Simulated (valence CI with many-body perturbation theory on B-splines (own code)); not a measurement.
**Forbidden lines of Te¹¹⁺**

Method: valence CI with perturbative core correlation (CI+MBPT): five valence electrons over a frozen Dirac-Fock core [Kr], radial functions for each j: 7 s, 7 p, 8 d, 6 f, 4 g, 1 h, with the one-electron correlation potential Σ1, the two-electron term Σ2, the three-electron term Σ3, Breit, model QED; selected CI, second order for the rest, scaled by the run's own slope (own B-spline code, finite nucleus).

No measured levels were compared; by estimate terms of the open shell hold to 2 to 4 % of their energy, and close levels can change places. Core correlation moves these levels by up to 10000 cm⁻¹, and in measured spectra 5 to 20 % of such shifts remained as error; rates that hang on mixing are uncertain with them. Among the levels kept, up to 570 cm⁻¹ of a level comes from second order outside the variational space, and about a tenth of that is noise between levels of different J, which matters for small intervals. The list stops below the first excitations out of the core. Only levels of the ground parity were solved; by the run's estimate the other parity begins above the list, which can be wrong where configurations are misplaced.

Lines 51 to 100 of 120 in falling wavelength, among levels below 454120 cm⁻¹, chosen from the decays that carry over 1 % of a level's rate. Wavelengths and rates use the calculated energies, so an error of 2000 cm⁻¹ moves a line at 502.7 nm by 10 % and its rate by three times that or more. S is in atomic units (e²a₀⁴ for E2 and M2, e²a₀⁶ for E3), for M1 in squared Bohr magnetons. Weak lines are less certain than strong ones. Lines between different terms over intervals too small for the method are left out, as are lines whose strength nearly cancels.

Names give the largest LS component (configuration and term), which can be under half, so a name can repeat, a term be missing and a line seem to break the LS rules; names also repeat where a configuration has a term twice. Letters in brackets count levels of one name in rising energy.

```
λ vac (nm)           Upper           Lower  Type   A (s⁻¹)  S (a.u.)
     536.8  4d5 2F_7/2 [c]  4d5 2F_5/2 [a]    M1  3.08e+00  1.41e-01
     502.7     4d5 2H_11/2  4d5 2G_9/2 [a]    M1  1.24e+01  7.00e-01
     500.5  4d5 2D_3/2 [a]      4d5 4P_3/2    M1  3.12e+01  5.80e-01
     499.2  4d5 2F_7/2 [c]  4d5 2G_9/2 [a]    M1  2.48e+01  9.15e-01
     498.4      4d5 4D_5/2  4d5 4G_5/2 [a]    M1  1.05e+01  2.89e-01
     469.4  4d5 2F_7/2 [c]  4d5 2F_7/2 [a]    M1  1.66e+01  5.09e-01
     467.5  4d5 2G_9/2 [b]  4d5 2G_9/2 [a]    M1  2.45e+00  9.28e-02
     466.1     4d5 2I_13/2     4d5 4G_11/2    M1  2.99e+00  1.57e-01
     465.8  4d5 2F_7/2 [a]      4d5 4G_9/2    M1  1.63e+01  4.89e-01
     460.9  4d5 2F_5/2 [b]      4d5 4P_3/2    M1  6.86e+00  1.49e-01
     457.6      4d5 4F_5/2      4d5 4D_7/2    M1  6.75e+00  1.44e-01
     450.4  4d5 2D_3/2 [a]      4d5 4D_1/2    M1  1.79e+01  2.43e-01
     450.0     4d5 2H_11/2     4d5 2I_13/2    M1  2.85e+01  1.16e+00
     441.2      4d5 4F_3/2      4d5 4D_3/2    M1  5.60e+01  7.13e-01
     425.9  4d5 2D_3/2 [a]      4d5 4D_5/2    M1  2.27e+01  2.60e-01
     424.3      4d5 4P_3/2  4d5 4G_5/2 [a]    M1  5.90e+00  6.69e-02
     422.9  4d5 2F_5/2 [a]      4d5 4D_3/2    M1  9.07e+00  1.53e-01
     420.5  4d5 2G_9/2 [a]     4d5 4G_11/2    M1  1.57e+01  4.31e-01
     413.2  4d5 2F_5/2 [a]  4d5 4G_5/2 [b]    M1  1.76e+02  2.76e+00
     411.6      4d5 2H_9/2      4d5 4D_7/2    M1  9.25e+00  2.39e-01
     401.2  4d5 2G_9/2 [a]      4d5 4G_7/2    M1  1.15e+01  2.76e-01
     396.9  4d5 2F_5/2 [b]      4d5 4D_5/2    M1  6.88e+00  9.57e-02
     396.1  4d5 2F_7/2 [b]      4d5 4D_5/2    M1  1.68e+01  3.10e-01
     387.0  4d5 2G_7/2 [a]      4d5 4D_7/2    M1  1.53e+01  2.63e-01
     379.8  4d5 2F_5/2 [a]      4d5 4G_7/2    M1  2.40e+01  2.92e-01
     377.6     4d5 2H_11/2     4d5 2I_11/2    M1  9.91e+01  2.37e+00
     357.3  4d5 2G_9/2 [b]     4d5 2I_11/2    M1  2.28e+01  3.85e-01
     347.6  4d5 2F_7/2 [a]  4d5 4G_5/2 [a]    M1  2.35e+00  2.93e-02
     334.3      4d5 4F_5/2  4d5 4G_5/2 [b]    M1  2.24e+01  1.86e-01
     333.8  4d5 2F_5/2 [b]      4d5 4D_7/2    M1  2.47e+01  2.04e-01
     333.3  4d5 2F_7/2 [b]      4d5 4D_7/2    M1  6.41e+01  7.04e-01
     333.2  4d5 2F_7/2 [c]      4d5 4D_5/2    M1  4.31e+00  4.73e-02
     328.2      4d5 4F_3/2  4d5 4G_5/2 [a]    M1  4.97e+01  2.60e-01
     312.1      4d5 4F_5/2      4d5 4G_7/2    M1  3.48e+01  2.35e-01
     309.6      4d5 2H_9/2      4d5 4G_9/2    M1  6.80e+01  7.48e-01
     299.9      4d5 2H_9/2     4d5 4G_11/2    M1  2.47e+01  2.47e-01
     295.5  4d5 2G_7/2 [a]      4d5 4G_9/2    M1  2.96e+01  2.27e-01
     295.0  4d5 2G_7/2 [a]  4d5 4G_5/2 [b]    M1  1.94e+00  1.48e-02
     291.4  4d5 4G_5/2 [a]      4d5 6S_5/2    M1  5.61e+01  3.09e-01
     290.0      4d5 2H_9/2      4d5 4G_7/2    M1  2.93e+01  2.64e-01
     287.6  4d5 2F_7/2 [c]      4d5 4D_7/2    M1  1.98e+00  1.40e-02
     279.8  4d5 2D_3/2 [a]      4d5 4D_3/2    M1  4.04e+00  1.31e-02
     277.6  4d5 2G_7/2 [a]      4d5 4G_7/2    M1  1.69e+00  1.07e-02
     276.8  4d5 2G_9/2 [b]      4d5 4D_7/2    M1  2.76e+01  2.17e-01
     275.5  4d5 2D_3/2 [a]  4d5 4G_5/2 [b]    M1  2.93e+00  9.08e-03
     266.9  4d5 2F_5/2 [b]      4d5 4D_3/2    M1  9.05e+00  3.83e-02
     263.1  4d5 2F_7/2 [b]      4d5 4G_9/2    M1  7.16e+01  3.87e-01
     263.0  4d5 2F_5/2 [b]  4d5 4G_5/2 [b]    M1  1.53e+01  6.18e-02
     253.6      4d5 4G_7/2      4d5 6S_5/2    M1  1.08e+00  5.24e-03
     249.1  4d5 2F_5/2 [b]      4d5 4G_7/2    M1  3.00e+01  1.03e-01
```
